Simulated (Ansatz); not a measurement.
One change: `BO[SiH2]SC` becomes `BO[SiH3]`.

Ansatz, PBE0-D4/def2-TZVP geometries, multiplicity 1. Each molecule was computed in one conformer, which needn't be the lowest.

```csv
property,`BO[SiH2]SC`
LUMO energy (B3LYP/def2-TZVPP) / eV,-1.00
HOMO energy (B3LYP/def2-TZVPP) / eV,-7.05
size of the dipole moment (B3LYP/def2-TZVPP) / D,1.48
HOMO–LUMO gap (PBE/def2-TZVPP) / eV,4.36
size of the dipole moment (PBE/def2-TZVPP) / D,1.45
LUMO energy (PBE0/def2-TZVPP) / eV,-0.75
```

Q: What does the change do to each property? (Best estimate.)

A: The calculation gave: 
```
                                        property  `BO[SiH3]`  shift
             LUMO energy (B3LYP/def2-TZVPP) / eV       -0.91   0.09
             HOMO energy (B3LYP/def2-TZVPP) / eV       -8.30  -1.25
size of the dipole moment (B3LYP/def2-TZVPP) / D        0.99  -0.49
             HOMO–LUMO gap (PBE/def2-TZVPP) / eV        5.35   0.99
  size of the dipole moment (PBE/def2-TZVPP) / D        1.04  -0.41
              LUMO energy (PBE0/def2-TZVPP) / eV       -0.65   0.10
```

With PBE0 the HOMO falls by 1.19 eV and the LUMO rises by 0.10 eV, so the gap widens by about 1.29 eV. PBE moves the HOMO by -0.91 eV and ωB97M-V by -1.36 eV. Dipoles are sizes alone; their direction can turn.

B3LYP here is the variant with VWN-RPA as its local correlation; programs differ in this.
